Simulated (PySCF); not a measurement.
Atoms are numbered as in `[CH3:1][Si:2]([CH3:3])([CH3:4])[N:5]([Si:6]([CH3:7])([CH3:8])[CH3:9])[Si:10]([CH3:11])([CH3:12])[CH3:13]`; H(Xn) means a hydrogen on atom n.

Calculated, not measured (PySCF 2.14.0 with density-fitted response routines): geometry: PBE0-D3(BJ)/def2-SVP, shieldings: GIAO PBE0/pcSseg-1. Isolated molecule, single conformer, non-relativistic, fast rotation and ring inversion assumed for equivalent nuclei.

References, each an isolated molecule treated in the same way: TMS for ¹³C (184.41 ppm) and ¹H (31.27 ppm) and ²⁹Si (351.99 ppm); NH3 for ¹⁵N (265.67 ppm).

| atoms | nucleus | count | δ (ppm) |
| --- | --- | --- | --- |
| C1/C3/C4/C7/C8/C9/C11/C12/C13 | ¹³C | 9 | ? |
| N5 | ¹⁵N | 1 | 52.5 |
| H(C1)/H(C3)/H(C4)/H(C7)/H(C8)/H(C9)/H(C11)/H(C12)/H(C13) | ¹H | 27 | ? |
| Si2/Si6/Si10 | ²⁹Si | 3 | 5.3 |

Question: Fill in the missing shifts.

Answer: 
- C1/C3/C4/C7/C8/C9/C11/C12/C13: 5.6 ppm, methyl carbon bonded to Si; an electropositive neighbour leaves it electron-rich and shielded
- H(C1)/H(C3)/H(C4)/H(C7)/H(C8)/H(C9)/H(C11)/H(C12)/H(C13): 0.17 ppm, hydrogen on a methyl carbon bonded to Si; an electropositive neighbour shields it, as in TMS itself

Shifts are as computed. Against solution values, carbons near 30 ppm lie about +2 ppm off and those near 130 ppm about +5 ppm (rms about the fit 1.9 ppm; single classes can miss by 10 ppm). Of 1328 compounds with measured shifts, 309 miss one by over three times the rms of a fit or turn the order of signals round; such compounds aren't used in these exercises. Signals without a measured value on file couldn't be tested in this way; 1H shifts scatter by 0.2 ppm about their fit, and single ones miss by 0.5 ppm. Experimental scales use liquid or dissolved standards, which lie at an offset from isolated NH3 (liquid NH3: subtract about 20 ppm).
